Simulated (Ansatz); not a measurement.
Born–Oppenheimer molecular dynamics of C2H6AlB (10 atoms, charge 0, multiplicity 1). It starts from a relaxed structure.

Level of theory: RHF/def2-SVP (Ansatz 0.2.0).

| Quantity | Value |
| --- | --- |
| ensemble | NVT, Nosé–Hoover chain |
| time step | 0.5 fs |
| steps asked | 300 |
| set temperature | 1000 K |
| thermostat | time constant 50 fs, chain length 5 |
| masses | H 2.014 u |
| seed | 165757 |

First frame:

```xyz
10
Properties=species:S:1:pos:R:3
B -1.406 0.268 -0.787
C -0.037 -0.092 -0.121
C 0.638 -1.127 -0.658
Al 0.750 0.843 1.414
H -1.805 -0.369 -1.729
H -2.090 1.174 -0.387
H 0.259 -1.688 -1.510
H 1.600 -1.471 -0.283
H 2.150 0.342 1.962
H 0.022 2.067 2.100
```

How far do the bonds stretch over the last three quarters of this one trajectory? (Pairs bonded in most of those frames.)


```tsv
bond	mean (Å)	spread (Å)	shortest	longest
B1–C2	1.558	0.041	1.49	1.64
B1–H5	1.224	0.070	1.10	1.34
B1–H6	1.229	0.098	1.06	1.41
C2–C3	1.355	0.057	1.25	1.45
C2–Al4	1.976	0.061	1.88	2.11
C3–H7	1.092	0.019	1.06	1.13
C3–H8	1.096	0.038	1.02	1.18
Al4–H9	1.604	0.104	1.44	1.75
Al4–H10	1.584	0.016	1.54	1.61
```

Mean temperature of the second half: 817 K. The conserved energy stayed within 0.7 meV per atom of its start (net change 0.12 meV per atom), so the integration is sound. The mean temperature of the second half is 18 % below the set value. A run of 0.15 ps of so small a system gives no equilibrium averages.

The run took 6.5 min on 1 thread of Arm Neoverse V1, with other jobs on the host, peak memory 0.15 GiB.
